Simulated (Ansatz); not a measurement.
# Ligand exchange: SiH3(OH) + GeH(CH3)2(SiH3) → SiH2(OH)(SiH3) + GeH2(CH3)2

Gas-phase species: SiH3(OH) (silanol), singlet; GeH(CH3)2(SiH3), singlet; SiH2(OH)(SiH3) (disilanol), singlet; GeH2(CH3)2, singlet. The partners trade H for SiH3: Si–H and Ge–SiH3 bonds give way to Si–SiH3 and Ge–H.

Shapes, held fixed at every level: PBE0-D4/def2-TZVP. Flexible molecules stand in one conformer, not always the lowest. Programs: Ansatz 0.2.0. Electronic energies: no zero-point or thermal term.

```json
{"level": "HF/def2-TZVPP", "kind": "Hartree–Fock", "ΔE (kJ/mol)": "+19.7", "less CCSD(T)/def2-TZVPP": "-3.0"}
{"level": "PBE-D4/def2-TZVPP", "kind": "GGA", "ΔE (kJ/mol)": "+15.8", "less CCSD(T)/def2-TZVPP": "-6.9"}
{"level": "B3LYP-D4/def2-TZVPP", "kind": "global hybrid", "ΔE (kJ/mol)": "+20.7", "less CCSD(T)/def2-TZVPP": "-2.0"}
{"level": "PBE0-D4/def2-TZVPP", "kind": "global hybrid", "ΔE (kJ/mol)": "+17.5", "less CCSD(T)/def2-TZVPP": "-5.2"}
{"level": "wB97M-V/def2-TZVPP", "kind": "range-separated hybrid", "ΔE (kJ/mol)": "+22.0", "less CCSD(T)/def2-TZVPP": "-0.7"}
{"level": "MP2/def2-TZVPP", "kind": "perturbation theory", "ΔE (kJ/mol)": "+27.3", "less CCSD(T)/def2-TZVPP": "+4.6"}
{"level": "CCSD(T)/def2-TZVPP", "kind": "coupled cluster or CI", "ΔE (kJ/mol)": "+22.7", "less CCSD(T)/def2-TZVPP": "0.0"}
```

The highest level, CCSD(T)/def2-TZVPP, gives ΔE = +22.7 kJ/mol; the levels span +15.8 to +27.3. The column of differences is taken from that level and isn't an error. No measured value is set beside it here. Relativity is left out for Ge. Outer-core shells of Ge are correlated, in sets that cover them unevenly.
